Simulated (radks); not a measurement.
Species: Co+. Configuration: [Ar] 3d8 (the NIST ground configuration).

All-electron calculation, Dirac Kohn-Sham, PBEsol, spin-unpolarised, spherical densities, finite nucleus; open shells are shared between the two j in proportion to 2j + 1; Fermi nuclear charge, rms radius 3.7875 fm. Program: a radial shooting solver on a logarithmic mesh with Libxc functionals.

Energy parts (hartree):
part                       energy
total                 -1391.69383
kinetic                1412.39909
electron-nucleus      -3335.17797
Hartree                 589.24372
exchange-correlation    -58.15868

Orbitals (lengths in bohr, moments of r in powers of bohr; r(max) is where P^2 peaks; r(90%) holds 90 % of the orbital's charge):
orbital,occ.,eigenvalue (hartree),r(90%),<r^4>,r(max),small-component weight
1s1/2,2,-278.8181,0.100,0.00004649,0.03680,9.44e-03
2s1/2,2,-33.08172,0.396,0.01037,0.2133,1.75e-03
2p1/2,2,-28.72330,0.366,0.007614,0.1703,1.74e-03
2p3/2,4,-28.17910,0.370,0.007979,0.1728,1.71e-03
3s1/2,2,-3.86898,1.17,0.8069,0.6702,3.79e-04
3p1/2,2,-2.57456,1.27,1.121,0.6756,3.36e-04
3p3/2,4,-2.50756,1.28,1.179,0.6832,3.29e-04
3d3/2,3.2,-0.45307,2.03,9.426,0.6763,2.00e-04
3d5/2,4.8,-0.44657,2.05,9.766,0.6794,1.97e-04

The highest occupied level is 3d5/2 at -12.152 eV. The electron density at the nucleus is 1.718e+04 e/bohr^3. Summed over all electrons, <r^2> = 20.96 bohr^2, which gives a Langevin (diamagnetic) susceptibility term of -16.6 x 10^-6 cm^3/mol.
